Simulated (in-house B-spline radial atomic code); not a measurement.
The numbers below are computed, except where a source is named.
# Stopping and range of 80 keV Ar in InAs

The pair potential comes from two frozen, spherical free-atom densities (PBE, B-spline radial code, scalar-relativistic past argon): electrostatics plus the change in Thomas-Fermi kinetic and Dirac exchange energy where they overlap, the recipe behind the universal ZBL potential, which averages such potentials (from solid-state densities) over many pairs. It is written V = (Z1 Z2 e²/r) φ(r/a), with e² = 14.3996 eV·Å and a = 0.46850 Å/(Z1^0.23 + Z2^0.23); ZBL's fit is φ = 0.18175 e^(−3.1998x) + 0.50986 e^(−0.94229x) + 0.28022 e^(−0.4029x) + 0.02817 e^(−0.20162x). Where φ falls below 4e-4 it is continued as an exponential.

The target is taken as amorphous, with density 5.68 g/cm³ (NSM archive of the Ioffe Institute); channelling is ignored. Masses: Ar 39.95, In 114.82, As 74.92 u. Nuclear stopping is S_n = 4π a Z1 Z2 e² M1/(M1 + M2) × s_n(ε), with s_n integrated over impact parameters for each pair. Electronic stopping is Lindhard and Scharff's S_e = Z1^(1/6) 8π e² a0 Z1 Z2/(Z1^(2/3) + Z2^(2/3))^(3/2) × v/v0, with a0 = 0.529177 Å and v = v0 at 24.801 keV/u; it misses the oscillations with Z1 seen in experiment, which reach tens of per cent. Compounds add by atom fraction.

```
target atom    a (Å)  ε at this energy  s_n, this pair  s_n, ZBL potential
         In  0.10668            0.4985          0.3515              0.3441
         As  0.11211            0.6839          0.3477              0.3326
```

Question: What are the atom density and the stopping powers at entry?

Answer: N = 5.68 × 0.602214/94.87 = 0.03606 atoms/Å³. For In: S_n = 4395 × 0.3515 = 1545 eV·Å², S_e = 3.0127 × √80000 = 852.1 eV·Å². For As: S_n = 4191 × 0.3477 = 1457 eV·Å², S_e = 2.6035 × √80000 = 736.4 eV·Å². Averaged over the target's atoms (half each) and times N × 10 Å/nm, the ion loses N S_n = 541 eV/nm to recoils and N S_e = 286 eV/nm to electrons; the nuclear share is 65 %.

Along the track:

```csv
E (keV),N S_n (eV/nm),N S_e (eV/nm)
4,382,64
12,499,111
24,547,157
40,561,202
60,555,248
80,541,286
```

Question: Estimate the path length and the projected range.

Answer: With continuous slowing down the path is the integral of dE/(N (S_n + S_e)). Trapezoids over the table give 106 nm, and the stretch below the first row, with stopping taken as √E, adds 2E/(N S) = 18 nm: 124 nm in all, against 120 nm on a fine grid from 5 eV. Deflections shorten the depth: to first order in the energy passed on, N (S_n + S_e) dR_p/dE = 1 − N S_n (M2/M1) R_p/(2E), summed over the target's atoms, and integrating this on the fine grid gives R_p = 56.3 nm, 0.47 of the path. Lindhard's rule of thumb R/(1 + M2/3M1), with mean M2/M1 = 2.37, gives 67 nm; it is meant for M2/M1 below about 2. On the ZBL potential the same equation gives 57.9 nm, and the full integral equation, which keeps hard collisions, 62.4 nm.
